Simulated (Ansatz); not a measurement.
Worked example: C3H7Br + GeH3Cl → C3H7Cl + GeH3Br

Species: C3H7Br (2-bromopropane) `CC(C)Br`, singlet; GeH3Cl (chlorogermane) `[Cl][GeH3]`, singlet; C3H7Cl (2-chloropropane) `CC(C)Cl`, singlet; GeH3Br `[GeH3][Br]`, singlet. The partners trade Br for Cl: C–Br and Ge–Cl bonds give way to C–Cl and Ge–Br.

Shapes, held fixed at every level: PBE0-D4/def2-TZVP. Programs: Ansatz 0.2.0. The zero-point and thermal change to 298 K, harmonic and unscaled (PBE0-D4/def2-TZVP), is +0.3 kJ/mol.

At CCSD(T)/def2-TZVPP; 1 Eh = 2625.50 kJ/mol:

| species | energy (Eh) |
| --- | --- |
| C3H7Br | -2691.029986 |
| GeH3Cl | -2537.162724 |
| C3H7Cl | -578.048936 |
| GeH3Br | -4650.143558 |

Q: Work out ΔH(298 K) of the reaction at this level.

A: 
1. Products less reactants: (-578.048936) + (-4650.143558) − [(-2691.029986) + (-2537.162724)] = 0.000216 Eh = +0.6 kJ/mol.
2. With the thermal change: +0.6 + (+0.3) = +0.9 kJ/mol.

Other levels give -5.6 (CCSD/def2-SVP) to +2.2 kJ/mol (MP2/def2-TZVPP). No measured value is set beside it here. Relativity is left out for Br, Ge unless named. Correlated rows may include outer-core shells of Br, Ge, which these sets cover unevenly.
